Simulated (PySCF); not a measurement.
PySCF input for B(Cl)(vinyl)(OH) (C2H4BClO), SMILES C=CB(O)Cl, HF/pcSseg-1. Geometry: ωB97X-D3(BJ)/def2-SVP. Other conformers were not sampled.

```python
import numpy as np
from pyscf import gto, scf, dft
from pyscf.prop.nmr import rhf as nmr

mol = gto.M(
    atom='''
    B    -0.21687234   -0.03769030    0.00000000
    Cl    0.42478336   -1.70341926    0.00000000
    C     0.75753849    1.17774055   -0.00000000
    C     0.29853556    2.43694085    0.00000000
    H     1.83981760    1.00392496    0.00000000
    H     0.96834365    3.30477837    0.00000000
    H    -0.77775460    2.64445646   -0.00000000
    O    -1.55615252    0.14787837    0.00000000
    H    -2.05458629   -0.67769636   -0.00000000
    ''',
    basis='pcSseg-1',
    charge=0,
    spin=0,
    max_memory=1600,
    verbose=3,
)
mf = scf.RHF(mol)
mf.conv_tol = 1e-10
mf.max_cycle = 100
mf.kernel()
n = nmr.NMR(mf)
n.verbose = 2
n.max_cycle_cphf = 60
sigma = n.kernel()
print('atom   isotropic/ppm   span/ppm')
for i, s in enumerate(sigma):
    w = np.linalg.eigvalsh((s + s.T) / 2)
    print(f'{mol.atom_symbol(i):2s}{i + 1:3d} {w.mean():14.3f} {w[2] - w[0]:11.3f}')
```

It prints:

```
converged SCF energy = -637.147850862419
atom   isotropic/ppm   span/ppm
B   1         75.811      40.835
Cl  2        868.864     329.092
C   3         55.296     250.571
C   4         37.873     285.637
H   5         25.694       6.368
H   6         25.100       7.461
H   7         24.743       8.927
O   8        200.361     187.000
H   9         26.903      16.123
```

Self-consistency was reached.
